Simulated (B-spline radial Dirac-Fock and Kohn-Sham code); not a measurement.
# Radiative decay of the 2p1/2 hole in Tc⁺

System: technetium as Tc⁺ in the configuration [Kr] 4d4 5s1 5p1 (not the ground configuration).

The computed values come from an atomic code on a B-spline grid: independent-particle rates on relativistic LDA orbitals of the hole state (multipoles up to L = 3, Coulomb Auger matrix elements, transition energies from Dirac-Fock).

```
 line  multipole  energy (eV)  width (meV)  share (%)
L2-M1         E1       2247.3         2.01       2.68
L2-M4         E1       2538.4         70.0       93.1
L2-N1         E1            –        0.384      0.511
L2-N4         E1       2799.0         2.73       3.63
L2-O1         E1       2806.0       0.0291     0.0387
```

The listed lines hold 100.0 % of the radiative rate. A dash stands for an energy that rests on an unreliable hole state. The radiative width is 0.0752 eV in the length form and 0.0769 eV in the velocity form; the two differ because the transition energies are not eigenvalue differences of the potential that gave the orbitals.
